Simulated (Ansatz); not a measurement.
Sn5Cl4⁺ was relaxed with PBE-D4 (def2-SVP) in Ansatz in these states: charge +1 doublet, charge +1 quartet. The geometries follow in no particular order.

In the def2 sets Sn takes a core potential; there is no spin–orbit coupling.

A:

| atom | x (Å) | y (Å) | z (Å) |
| --- | --- | --- | --- |
| Sn1 | 3.449 | -0.342 | 1.327 |
| Sn2 | 0.712 | 1.597 | -0.677 |
| Sn3 | -1.167 | -2.462 | -1.694 |
| Sn4 | 1.007 | -1.369 | 0.120 |
| Sn5 | -1.348 | -0.051 | 1.618 |
| Cl6 | -1.578 | 2.253 | 0.459 |
| Cl7 | -2.908 | -1.228 | -0.136 |
| Cl8 | -0.363 | -0.261 | -2.721 |
| Cl9 | 2.195 | 1.862 | 1.704 |

B:

```xyz
9

Sn   -1.594    1.541    2.934
Sn   -0.014   -1.031    1.306
Sn   -1.597   -0.980   -2.097
Sn   -1.524    1.460   -0.108
Sn    1.484    1.254   -0.927
Cl    2.443   -0.852    0.189
Cl    0.727   -0.227   -3.013
Cl   -0.834   -2.888   -0.562
Cl    0.908    1.724    2.279
```

Problem. Judge from the bond lengths which geometry belongs to which state (an estimate).

Solution. A is the charge +1 doublet (Sn2–Cl9 2.818 Å, Sn2–Sn4 3.085 Å, Sn1–Sn4 2.911 Å); B is the charge +1 quartet (Sn2–Cl9 3.064 Å, Sn2–Sn4 3.238 Å, Sn1–Sn4 3.044 Å).

At PBE0-D4/def2-SVP a doublet lies 0.90 eV below the charge +1 quartet. These are the stationary points nearest to one start from a short search; other shapes may lie lower in each state.
